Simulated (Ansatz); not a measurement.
Zn₇H₂₀Se₇, relaxed as a singlet with RKS PBE-D4/def2-SVP in Ansatz, starting from the force-field or lattice model geometry. Force threshold 0.03 eV/Å.

Single mean-field runs in def2-SVP are fitted with def2-universal-jkfit. In the singlet geometry the species has come apart into loosely held pieces. Another isomer (singlet) lies 1.59 eV lower at PBE0-D4/def2-TZVP; other spin states weren't run for this one.

Start:

```xyz
34

Se    0.522    1.016    3.508
Se   -2.095   -0.641    0.950
Se   -0.710   -2.979   -2.037
Se   -1.394    3.314    0.779
Se    2.568    2.610    0.427
Se   -0.033    0.952   -2.131
Se    1.836   -1.336    0.557
Zn   -2.540   -2.610   -0.462
Zn    0.736    2.981    2.063
Zn   -1.841    1.334   -0.547
Zn    0.024   -0.975    2.138
Zn    1.373   -3.315   -0.795
Zn    2.076    0.631   -0.913
Zn   -0.495   -1.020   -3.491
H    -3.878   -2.406   -1.229
H    -2.696   -3.836    0.459
H     1.033    4.227    2.890
H    -3.159    1.560   -1.318
H    -0.127   -2.219    3.047
H     1.221   -4.556    0.112
H     2.526   -3.534   -1.802
H     3.231    0.405   -1.883
H    -1.811   -0.777   -4.282
H     0.672   -1.233   -4.504
H    -0.613    1.244    4.486
H     1.759    0.824    4.249
H    -3.195   -0.418    1.878
H    -1.038   -4.191   -2.875
H    -2.495    3.556    1.765
H    -1.229    4.515   -0.085
H     2.694    3.814   -0.447
H     3.830    2.441    1.218
H     0.110    2.184   -3.030
H     3.135   -1.558    1.307
```

(1) Estimate the energy that the relaxation releases and the steps that it takes.

(2) Does the start keep its bonding?

(3) Predict the relaxed structure.

Answers

(1) 229.3 kcal/mol, in 23 steps; 2.3 min on 4 threads of AMD EPYC 7R13 on a shared host and a share (37 GiB) of an NVIDIA H100 80GB HBM3. The force fell under the threshold at step 22, but the optimiser went on. No frequencies were taken in this run, so the end may be a saddle point.

(2) Bonds lost: Se1–Zn11, Se4–Zn10, Se5–Zn13 (atoms count from 1). Bonds formed: Zn10–H23, Zn11–H16, Zn13–H21 (atoms count from 1). Metal–metal contacts that move far: Zn12–Zn13 4.01 to 2.71 Å, Zn10–Zn14 4.00 to 2.71 Å, Zn8–Zn11 4.00 to 2.71 Å. The end holds 2 separate pieces.

(3) 
```csv
atom,x (Å),y (Å),z (Å)
Se1,0.1929,0.9226,3.2804
Se2,-1.9924,-0.2189,0.5646
Se3,-0.6803,-2.8129,-1.9180
Se4,-1.1879,3.1850,0.5034
Se5,2.5533,2.2422,0.5575
Se6,0.4351,0.8487,-1.8327
Se7,1.4245,-1.2963,0.8658
Zn8,-2.4270,-2.8110,-0.0759
Zn9,0.7779,3.2012,2.1899
Zn10,-2.3325,0.7909,-1.8568
Zn11,-0.7659,-2.2485,1.9942
Zn12,1.6922,-3.1444,-1.0784
Zn13,2.6083,-0.6354,-1.5486
Zn14,-0.8904,-0.8298,-3.4856
H15,-3.9437,-3.1023,-0.3074
H16,-1.3383,-3.5025,1.0563
H17,1.0864,4.4614,3.0643
H18,-3.0492,2.1827,-1.7720
H19,-0.7181,-2.0406,3.5477
H20,2.2528,-4.4970,-0.5368
H21,2.3373,-2.1032,-2.2860
H22,3.8796,0.2767,-1.4472
H23,-2.4776,-0.4730,-2.9319
H24,-0.3105,-0.7931,-4.9353
H25,-0.4998,1.6511,4.3909
H26,1.4417,0.9036,4.0976
H27,-3.4030,-0.1510,1.0195
H28,-0.9849,-3.9984,-2.7532
H29,-2.2032,3.4936,1.5521
H30,-0.9860,4.6549,0.2942
H31,2.5999,3.4726,-0.2822
H32,3.6210,2.8190,1.4378
H33,0.8676,1.6009,-3.0364
H34,2.4203,-2.0486,1.6682
```
Bond lengths (bridged metal pairs left out): 15 × Se–Zn 2.54 to 2.77 Å; 13 × H–Zn 1.56 to 1.72 Å; 10 × H–Se 1.48 to 1.50 Å.
